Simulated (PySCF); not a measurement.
# Broadened absorption spectrum of In(AsH3)F3

Species: In(AsH3)F3.
Cartesian coordinates in Å at the PBE0-D3(BJ)/def2-SVP level; atoms count from 1:
```xyz
8
AsF3H3In angstrom
In    -0.007    0.016   -1.564
As     0.003   -0.010    1.229
H      0.777    1.060    1.953
H      0.559   -1.222    1.928
H     -1.309    0.107    1.959
F      1.932    0.004   -1.815
F     -0.968    1.696   -1.838
F     -0.988   -1.650   -1.852
```

Theory: TDDFT B3LYP/def2-SVPD, vertical, gas phase, core orbitals frozen in the response, def2 core potentials past Kr in PySCF. Spin–orbit coupling is left out.

Computed states:

```
state  E (eV)       f
   S1    6.09   0.276
   S2    6.20  0.0001
   S3    6.24  0.0091
   S4    6.25   0.013
   S5    6.27   0.031
   S6    6.27   0.028
   S7    7.24   0.045
   S8    7.35   0.021
   S9    7.36   0.020
```

Broadening: Gaussians 0.4 eV wide at half height, area fixed by f = 4.319×10⁻⁹ ∫ε dν̃. The width is an assumption, not a result. The curve ends short of the highest state used, and states not computed would add to its high-energy end.

Question: Give the broadened spectrum and its maxima.

Answer: 
```tsv
E (eV)	ε (L mol⁻¹ cm⁻¹)
5.49	38
5.52	70
5.55	125
5.58	215
5.61	359
5.64	582
5.67	915
5.70	1395
5.73	2063
5.75	2632
5.78	3698
5.81	5040
5.84	6664
5.87	8552
5.90	10653
5.93	12883
5.96	15131
5.99	17264
6.02	19144
6.05	20639
6.08	21644
6.11	22089
6.14	21951
6.17	21254
6.20	20061
6.23	18470
6.26	16597
6.29	14563
6.32	12483
6.35	10456
6.38	8561
6.41	6851
6.44	5359
6.47	4096
6.50	3059
6.53	2231
6.56	1588
6.59	1104
6.62	750
6.65	500
6.67	379
6.70	253
6.73	180
6.76	148
```

Maxima: 203 nm (6.12 eV), ε about 22000, made up of S1 (83%) (ε in L mol⁻¹ cm⁻¹; maxima over ε = 5, shares over 10%).

Question: On this curve, what absorbance would a 10⁻⁴ mol/L sample give at 222 nm over a 1 cm path?

Answer: 222 nm is 5.585 eV, where ε is about 230 L mol⁻¹ cm⁻¹, so A = ε c l ≈ 0.023 (Beer–Lambert, with the gas-phase spectrum and the assumed width).

Question: Coming from long wavelengths, where does ε first pass 100 L mol⁻¹ cm⁻¹?

Answer: At about 224 nm (5.54 eV), 0.55 eV below S1.

Question: What would ε be at 6.12 eV, the highest of these maxima, with half the width (0.2 eV)?

Answer: About 37300 L mol⁻¹ cm⁻¹ against 22100, a factor of about 1.7; a lone state at its own centre would give exactly 2.

All these states lie below the vertical ionisation energy of 11.65 eV (ΔSCF).

Hardware: one thread, Arm Neoverse V2, on a shared host. Cost: 2.3 min wall.
